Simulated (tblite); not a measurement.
A geometry optimisation, step by step.

Species: C₃H₈F₃NSi₂.
Numbering: `[F:1][C:2]([F:3])=[C:4]([F:5])[CH2:6][SiH2:7][NH:8][SiH3:9]` (hydrogens: H10, H11 on C6; H12, H13 on Si7; H14 on N8; H15, H16, H17 on Si9)

Computed with GFN2-xTB (tblite), gas phase: L-BFGS steps from a force-field or distance-geometry start until the largest atomic force falls under 0.01 eV/Å. 10 of its 187 geometries are shown.

Step 0: E = -845.6006 eV, largest atomic force 2.056 eV/Å
```
atom  x, y, z in Å  |  force x, y, z in eV/Å
F1      3.806   -0.531   -0.878    0.244   1.526   0.604
C2      3.360    0.518   -0.128   -0.779   0.475   0.765
F3      4.104    1.627    0.095    0.513  -1.022  -0.887
C4      2.159    0.474    0.460   -0.280  -0.760  -0.011
F5      1.706    1.492    1.238    0.434  -0.537  -0.551
C6      1.262   -0.708    0.310    1.275  -0.410   0.257
Si7    -0.366   -0.273   -0.474   -2.015   0.380   0.151
N8     -1.672   -0.107    0.726   -0.241  -0.847  -0.905
Si9    -3.254    0.260   -0.034   -0.117   0.438   0.663
H10     1.781   -1.414   -0.365   -0.253   0.287   0.432
H11     1.163   -1.211    1.279   -0.109   0.191  -0.151
H12    -0.746   -1.387   -1.361    0.229   0.029  -0.105
H13    -0.330    0.992   -1.222    0.115  -0.184   0.163
H14    -1.736   -0.941    1.349    0.073   1.081  -0.521
H15    -3.172    1.309   -1.071    0.270  -0.300   0.188
H16    -3.892   -0.925   -0.623    0.159   0.003   0.046
H17    -4.179    0.838    0.990    0.484  -0.350  -0.138
```

Step 21: E = -846.2363 eV, largest atomic force 0.155 eV/Å
```
atom  x, y, z in Å  |  force x, y, z in eV/Å
F1      3.903   -0.371   -0.863   -0.050  -0.109  -0.062
C2      3.320    0.549   -0.095    0.043   0.040   0.000
F3      4.104    1.616    0.012    0.047   0.121   0.015
C4      2.130    0.395    0.469    0.020  -0.010   0.115
F5      1.671    1.399    1.242   -0.055   0.134   0.054
C6      1.234   -0.763    0.343   -0.074  -0.104  -0.031
Si7    -0.387   -0.319   -0.593   -0.056   0.005  -0.062
N8     -1.733   -0.219    0.480    0.049  -0.009  -0.096
Si9    -3.337    0.247   -0.019   -0.024  -0.039   0.009
H10     1.766   -1.540   -0.193    0.006  -0.108  -0.060
H11     1.002   -1.143    1.335   -0.033   0.022   0.086
H12    -0.557   -1.381   -1.598   -0.027   0.055   0.037
H13    -0.241    0.990   -1.231    0.049  -0.034  -0.024
H14    -1.640   -0.557    1.425    0.035   0.001  -0.081
H15    -3.145    1.302   -1.012   -0.057  -0.043   0.049
H16    -4.075   -0.882   -0.609    0.113   0.053   0.022
H17    -4.021    0.690    1.194    0.014   0.027   0.030
```

Step 41: E = -846.2708 eV, largest atomic force 0.062 eV/Å
```
atom  x, y, z in Å  |  force x, y, z in eV/Å
F1      3.822   -0.380   -0.860   -0.014   0.001   0.002
C2      3.265    0.551   -0.081    0.003  -0.003   0.013
F3      4.051    1.622   -0.002   -0.005   0.000   0.010
C4      2.095    0.380    0.521   -0.009   0.006  -0.026
F5      1.622    1.388    1.287    0.012  -0.016   0.009
C6      1.198   -0.780    0.372    0.007  -0.006   0.004
Si7    -0.340   -0.317   -0.690    0.008   0.013   0.005
N8     -1.677   -0.206    0.384   -0.014   0.019   0.020
Si9    -3.318    0.240    0.009   -0.025   0.007   0.013
H10     1.747   -1.590   -0.098    0.004  -0.008   0.014
H11     0.879   -1.106    1.362    0.017  -0.011  -0.005
H12    -0.536   -1.365   -1.693    0.006  -0.037  -0.013
H13    -0.095    0.971   -1.335   -0.007   0.043  -0.044
H14    -1.513   -0.462    1.344   -0.002   0.013  -0.006
H15    -3.268    1.339   -0.952    0.005  -0.035   0.005
H16    -4.023   -0.913   -0.564    0.020   0.027   0.002
H17    -3.914    0.640    1.283   -0.003  -0.015  -0.005
```

Step 62: E = -846.2758 eV, largest atomic force 0.073 eV/Å
```
atom  x, y, z in Å  |  force x, y, z in eV/Å
F1      3.803   -0.338   -0.896   -0.015  -0.014  -0.003
C2      3.265    0.555   -0.061   -0.001   0.012   0.000
F3      4.061    1.613    0.065    0.014   0.015   0.011
C4      2.098    0.367    0.541   -0.035   0.007  -0.047
F5      1.649    1.337    1.368   -0.001  -0.008   0.000
C6      1.189   -0.777    0.352   -0.015  -0.039   0.011
Si7    -0.346   -0.317   -0.724    0.042  -0.026   0.054
N8     -1.657   -0.139    0.376    0.007   0.004   0.004
Si9    -3.317    0.240    0.016   -0.022  -0.007  -0.016
H10     1.732   -1.592   -0.118    0.040   0.028  -0.017
H11     0.857   -1.117    1.332   -0.013  -0.012   0.011
H12    -0.555   -1.432   -1.654   -0.022   0.020  -0.002
H13    -0.105    0.930   -1.449    0.013  -0.009   0.003
H14    -1.463   -0.327    1.346    0.003   0.026  -0.021
H15    -3.330    1.345   -0.938    0.008  -0.007  -0.006
H16    -3.970   -0.938   -0.565    0.006   0.017   0.003
H17    -3.919    0.602    1.298   -0.008  -0.006   0.014
```

Step 83: E = -846.3018 eV, largest atomic force 0.475 eV/Å
```
atom  x, y, z in Å  |  force x, y, z in eV/Å
F1      3.675   -0.149   -0.989    0.063   0.012   0.011
C2      3.197    0.608    0.004   -0.022  -0.047   0.007
F3      4.026    1.617    0.259   -0.111   0.031  -0.006
C4      2.054    0.309    0.609    0.014  -0.012   0.003
F5      1.594    1.120    1.589    0.057  -0.004  -0.038
C6      1.200   -0.853    0.292    0.025  -0.025   0.009
Si7    -0.341   -0.386   -0.764   -0.035  -0.014   0.021
N8     -1.589    0.027    0.351    0.105   0.214   0.312
Si9    -3.293    0.224    0.032   -0.001   0.017   0.014
H10     1.787   -1.581   -0.260   -0.001   0.018   0.057
H11     0.890   -1.298    1.238   -0.049  -0.044  -0.083
H12    -0.800   -1.570   -1.495    0.057   0.065   0.039
H13     0.086    0.681   -1.683   -0.082  -0.039   0.042
H14    -1.275    0.456    1.223   -0.122  -0.191  -0.418
H15    -3.530    1.359   -0.865    0.018   0.007   0.013
H16    -3.793   -0.998   -0.597    0.079   0.005   0.019
H17    -3.896    0.446    1.346    0.004   0.008  -0.001
```

Step 103: E = -846.3265 eV, largest atomic force 0.029 eV/Å
```
atom  x, y, z in Å  |  force x, y, z in eV/Å
F1      3.697   -0.098   -0.961    0.007   0.012   0.003
C2      3.143    0.617    0.022    0.013  -0.002  -0.001
F3      3.873    1.698    0.284   -0.012  -0.001   0.008
C4      2.022    0.245    0.626   -0.001  -0.001   0.001
F5      1.534    1.034    1.610   -0.011   0.017   0.001
C6      1.196   -0.925    0.279    0.002  -0.004  -0.007
Si7    -0.332   -0.407   -0.773   -0.002  -0.016   0.006
N8     -1.537    0.148    0.322   -0.002  -0.010   0.005
Si9    -3.254    0.252    0.055   -0.009  -0.006   0.017
H10     1.799   -1.632   -0.282    0.004   0.008   0.001
H11     0.865   -1.404    1.199   -0.013  -0.007  -0.025
H12    -0.841   -1.597   -1.450    0.002  -0.008   0.018
H13     0.101    0.612   -1.735    0.015   0.000  -0.019
H14    -1.197    0.679    1.110    0.003  -0.007  -0.003
H15    -3.593    1.381   -0.815    0.009   0.011  -0.011
H16    -3.630   -1.008   -0.579   -0.019   0.007  -0.007
H17    -3.853    0.417    1.378    0.012   0.007   0.013
```

Step 124: E = -846.3425 eV, largest atomic force 0.043 eV/Å
```
atom  x, y, z in Å  |  force x, y, z in eV/Å
F1      3.794    0.043   -0.809   -0.022   0.018   0.007
C2      3.094    0.695    0.122   -0.027   0.000  -0.012
F3      3.705    1.827    0.463    0.005  -0.029   0.006
C4      1.946    0.240    0.611   -0.013   0.013  -0.004
F5      1.333    0.986    1.562   -0.008  -0.013  -0.025
C6      1.225   -0.973    0.188    0.009  -0.001   0.001
Si7    -0.351   -0.552   -0.839   -0.006   0.029   0.014
N8     -1.482    0.143    0.256    0.011  -0.006   0.018
Si9    -3.205    0.346    0.103    0.007  -0.019   0.009
H10     1.893   -1.593   -0.402   -0.008   0.001   0.002
H11     0.926   -1.533    1.074    0.008   0.002  -0.011
H12    -0.925   -1.800   -1.331    0.032  -0.024  -0.015
H13     0.053    0.338   -1.936   -0.007  -0.021   0.022
H14    -1.073    0.683    1.004    0.002   0.004   0.008
H15    -3.520    1.509   -0.728   -0.005   0.026  -0.025
H16    -3.720   -0.873   -0.516    0.024   0.008  -0.005
H17    -3.698    0.527    1.467   -0.003   0.011   0.011
```

Step 145: E = -846.3457 eV, largest atomic force 0.025 eV/Å
```
atom  x, y, z in Å  |  force x, y, z in eV/Å
F1      3.791    0.064   -0.799   -0.015   0.017  -0.001
C2      3.078    0.712    0.125    0.020  -0.010   0.004
F3      3.689    1.839    0.482   -0.023  -0.005  -0.007
C4      1.928    0.249    0.600    0.013   0.009   0.007
F5      1.294    0.986    1.543    0.002  -0.008  -0.005
C6      1.233   -0.977    0.170    0.006   0.009   0.014
Si7    -0.365   -0.582   -0.827   -0.002  -0.012   0.001
N8     -1.481    0.108    0.286   -0.009   0.000   0.008
Si9    -3.192    0.370    0.103   -0.006   0.006  -0.006
H10     1.911   -1.570   -0.436   -0.006  -0.010  -0.009
H11     0.961   -1.556    1.051    0.003  -0.003   0.007
H12    -0.902   -1.852   -1.310   -0.001   0.018   0.003
H13     0.001    0.312   -1.931    0.003  -0.003  -0.015
H14    -1.064    0.625    1.046   -0.005  -0.007   0.003
H15    -3.462    1.536   -0.746    0.008  -0.003  -0.002
H16    -3.721   -0.839   -0.523    0.002   0.008   0.006
H17    -3.705    0.586    1.456    0.008  -0.007  -0.008
```

Step 165: E = -846.3485 eV, largest atomic force 0.038 eV/Å
```
atom  x, y, z in Å  |  force x, y, z in eV/Å
F1      3.721    0.166   -0.862   -0.004   0.021  -0.005
C2      3.019    0.760    0.105    0.017  -0.012  -0.024
F3      3.587    1.909    0.462   -0.005  -0.024   0.000
C4      1.913    0.232    0.615   -0.017   0.019   0.004
F5      1.290    0.919    1.601   -0.015  -0.005   0.017
C6      1.244   -1.006    0.177    0.033  -0.014   0.007
Si7    -0.367   -0.631   -0.802    0.001   0.001  -0.009
N8     -1.466    0.071    0.318   -0.013  -0.010  -0.002
Si9    -3.156    0.418    0.085    0.000  -0.017   0.004
H10     1.923   -1.570   -0.455    0.025  -0.018   0.005
H11     1.005   -1.608    1.053   -0.009   0.006  -0.005
H12    -0.911   -1.900   -1.283    0.010   0.007   0.027
H13    -0.006    0.242   -1.924   -0.011   0.017   0.003
H14    -1.050    0.522    1.119   -0.013  -0.002  -0.023
H15    -3.336    1.579   -0.790   -0.002   0.027  -0.002
H16    -3.727   -0.766   -0.554   -0.001   0.018   0.033
H17    -3.688    0.675    1.423    0.003  -0.014  -0.032
```

Step 186: E = -846.3525 eV, largest atomic force 0.007 eV/Å
```
atom  x, y, z in Å  |  force x, y, z in eV/Å
F1      3.542    0.370   -0.991   -0.001  -0.001  -0.002
C2      2.900    0.838    0.082    0.006   0.000  -0.001
F3      3.423    1.998    0.473   -0.003  -0.001   0.001
C4      1.890    0.193    0.652    0.000   0.004  -0.005
F5      1.312    0.762    1.736   -0.002  -0.002   0.000
C6      1.274   -1.061    0.185    0.001   0.000   0.005
Si7    -0.353   -0.717   -0.782    0.003  -0.003   0.005
N8     -1.438    0.040    0.317    0.003  -0.002  -0.002
Si9    -3.098    0.495    0.054    0.004   0.005  -0.002
H10     1.972   -1.585   -0.462   -0.003   0.006   0.003
H11     1.061   -1.689    1.048   -0.004  -0.002  -0.002
H12    -0.898   -2.008   -1.198   -0.003   0.002   0.000
H13    -0.012    0.121   -1.937   -0.003   0.000   0.001
H14    -1.018    0.451    1.136    0.002   0.000   0.000
H15    -3.185    1.669   -0.819    0.000   0.001   0.001
H16    -3.741   -0.650   -0.585   -0.002  -0.006  -0.004
H17    -3.638    0.785    1.381    0.001  -0.001   0.003
```

**Question.** Summarise the path.

**Answer.** The energy falls by 17.34 kcal/mol from step 0 to step 186; nine tenths of that is first reached at step 65. It rises by more than 0.2 meV at steps 74, 77 and 80. The largest force goes from 2.056 to 0.007 eV/Å. Among the bonds C6–Si7 changes most, from 1.858 to 1.924 Å; the atoms move by 0.738 Å rms after alignment.

**Question.** Follow the three bonds and two angles with the largest change from start to end.

**Answer.** 
```json
{"step": "0", "E above end (kcal/mol)": "17.34", "largest force (eV/Å)": "2.056", "C6–Si7 (Å)": "1.858", "Si7–N8 (Å)": "1.781", "N8–Si9 (Å)": "1.793", "Si7–N8–Si9 (°)": "112.4", "F1–C2–F3 (°)": "122.7"}
{"step": "8", "E above end (kcal/mol)": "5.17", "largest force (eV/Å)": "0.308", "C6–Si7 (Å)": "1.923", "Si7–N8 (Å)": "1.725", "N8–Si9 (Å)": "1.755", "Si7–N8–Si9 (°)": "118.8", "F1–C2–F3 (°)": "108.8"}
{"step": "16", "E above end (kcal/mol)": "3.28", "largest force (eV/Å)": "0.250", "C6–Si7 (Å)": "1.922", "Si7–N8 (Å)": "1.722", "N8–Si9 (Å)": "1.743", "Si7–N8–Si9 (°)": "122.5", "F1–C2–F3 (°)": "111.1"}
{"step": "24", "E above end (kcal/mol)": "2.43", "largest force (eV/Å)": "0.126", "C6–Si7 (Å)": "1.930", "Si7–N8 (Å)": "1.720", "N8–Si9 (Å)": "1.743", "Si7–N8–Si9 (°)": "124.9", "F1–C2–F3 (°)": "110.6"}
{"step": "32", "E above end (kcal/mol)": "2.01", "largest force (eV/Å)": "0.120", "C6–Si7 (Å)": "1.924", "Si7–N8 (Å)": "1.719", "N8–Si9 (Å)": "1.743", "Si7–N8–Si9 (°)": "127.7", "F1–C2–F3 (°)": "110.6"}
{"step": "40", "E above end (kcal/mol)": "1.89", "largest force (eV/Å)": "0.043", "C6–Si7 (Å)": "1.926", "Si7–N8 (Å)": "1.719", "N8–Si9 (Å)": "1.742", "Si7–N8–Si9 (°)": "127.9", "F1–C2–F3 (°)": "110.5"}
{"step": "49", "E above end (kcal/mol)": "1.84", "largest force (eV/Å)": "0.019", "C6–Si7 (Å)": "1.928", "Si7–N8 (Å)": "1.720", "N8–Si9 (Å)": "1.741", "Si7–N8–Si9 (°)": "128.0", "F1–C2–F3 (°)": "110.6"}
{"step": "57", "E above end (kcal/mol)": "1.81", "largest force (eV/Å)": "0.057", "C6–Si7 (Å)": "1.925", "Si7–N8 (Å)": "1.720", "N8–Si9 (Å)": "1.741", "Si7–N8–Si9 (°)": "128.3", "F1–C2–F3 (°)": "110.6"}
{"step": "65", "E above end (kcal/mol)": "1.73", "largest force (eV/Å)": "0.069", "C6–Si7 (Å)": "1.926", "Si7–N8 (Å)": "1.721", "N8–Si9 (Å)": "1.742", "Si7–N8–Si9 (°)": "128.3", "F1–C2–F3 (°)": "110.7"}
{"step": "73", "E above end (kcal/mol)": "1.52", "largest force (eV/Å)": "0.060", "C6–Si7 (Å)": "1.929", "Si7–N8 (Å)": "1.722", "N8–Si9 (Å)": "1.742", "Si7–N8–Si9 (°)": "128.7", "F1–C2–F3 (°)": "110.6"}
{"step": "81", "E above end (kcal/mol)": "1.27", "largest force (eV/Å)": "0.093", "C6–Si7 (Å)": "1.927", "Si7–N8 (Å)": "1.722", "N8–Si9 (Å)": "1.743", "Si7–N8–Si9 (°)": "128.9", "F1–C2–F3 (°)": "110.5"}
{"step": "89", "E above end (kcal/mol)": "0.81", "largest force (eV/Å)": "0.115", "C6–Si7 (Å)": "1.923", "Si7–N8 (Å)": "1.718", "N8–Si9 (Å)": "1.741", "Si7–N8–Si9 (°)": "128.1", "F1–C2–F3 (°)": "110.7"}
{"step": "97", "E above end (kcal/mol)": "0.64", "largest force (eV/Å)": "0.058", "C6–Si7 (Å)": "1.926", "Si7–N8 (Å)": "1.722", "N8–Si9 (Å)": "1.743", "Si7–N8–Si9 (°)": "127.5", "F1–C2–F3 (°)": "110.6"}
{"step": "105", "E above end (kcal/mol)": "0.59", "largest force (eV/Å)": "0.027", "C6–Si7 (Å)": "1.926", "Si7–N8 (Å)": "1.720", "N8–Si9 (Å)": "1.741", "Si7–N8–Si9 (°)": "127.9", "F1–C2–F3 (°)": "110.7"}
{"step": "113", "E above end (kcal/mol)": "0.48", "largest force (eV/Å)": "0.056", "C6–Si7 (Å)": "1.925", "Si7–N8 (Å)": "1.721", "N8–Si9 (Å)": "1.742", "Si7–N8–Si9 (°)": "128.4", "F1–C2–F3 (°)": "110.8"}
{"step": "121", "E above end (kcal/mol)": "0.30", "largest force (eV/Å)": "0.076", "C6–Si7 (Å)": "1.926", "Si7–N8 (Å)": "1.721", "N8–Si9 (Å)": "1.741", "Si7–N8–Si9 (°)": "129.5", "F1–C2–F3 (°)": "110.9"}
{"step": "129", "E above end (kcal/mol)": "0.20", "largest force (eV/Å)": "0.059", "C6–Si7 (Å)": "1.927", "Si7–N8 (Å)": "1.719", "N8–Si9 (Å)": "1.742", "Si7–N8–Si9 (°)": "129.3", "F1–C2–F3 (°)": "110.5"}
{"step": "137", "E above end (kcal/mol)": "0.17", "largest force (eV/Å)": "0.018", "C6–Si7 (Å)": "1.925", "Si7–N8 (Å)": "1.720", "N8–Si9 (Å)": "1.741", "Si7–N8–Si9 (°)": "129.4", "F1–C2–F3 (°)": "110.6"}
{"step": "146", "E above end (kcal/mol)": "0.15", "largest force (eV/Å)": "0.028", "C6–Si7 (Å)": "1.924", "Si7–N8 (Å)": "1.720", "N8–Si9 (Å)": "1.741", "Si7–N8–Si9 (°)": "128.9", "F1–C2–F3 (°)": "110.6"}
{"step": "154", "E above end (kcal/mol)": "0.13", "largest force (eV/Å)": "0.021", "C6–Si7 (Å)": "1.924", "Si7–N8 (Å)": "1.720", "N8–Si9 (Å)": "1.741", "Si7–N8–Si9 (°)": "128.1", "F1–C2–F3 (°)": "110.6"}
{"step": "162", "E above end (kcal/mol)": "0.11", "largest force (eV/Å)": "0.039", "C6–Si7 (Å)": "1.924", "Si7–N8 (Å)": "1.719", "N8–Si9 (Å)": "1.740", "Si7–N8–Si9 (°)": "128.2", "F1–C2–F3 (°)": "110.6"}
{"step": "170", "E above end (kcal/mol)": "0.05", "largest force (eV/Å)": "0.060", "C6–Si7 (Å)": "1.925", "Si7–N8 (Å)": "1.719", "N8–Si9 (Å)": "1.741", "Si7–N8–Si9 (°)": "128.4", "F1–C2–F3 (°)": "110.7"}
{"step": "178", "E above end (kcal/mol)": "0.01", "largest force (eV/Å)": "0.018", "C6–Si7 (Å)": "1.925", "Si7–N8 (Å)": "1.719", "N8–Si9 (Å)": "1.741", "Si7–N8–Si9 (°)": "128.5", "F1–C2–F3 (°)": "110.6"}
{"step": "186", "E above end (kcal/mol)": "0.00", "largest force (eV/Å)": "0.007", "C6–Si7 (Å)": "1.924", "Si7–N8 (Å)": "1.719", "N8–Si9 (Å)": "1.741", "Si7–N8–Si9 (°)": "128.3", "F1–C2–F3 (°)": "110.7"}
```

What follows is the cost of the whole relaxation. Hardware: Arm Neoverse N1, one thread, on a shared host. Cost: 2.7 s.
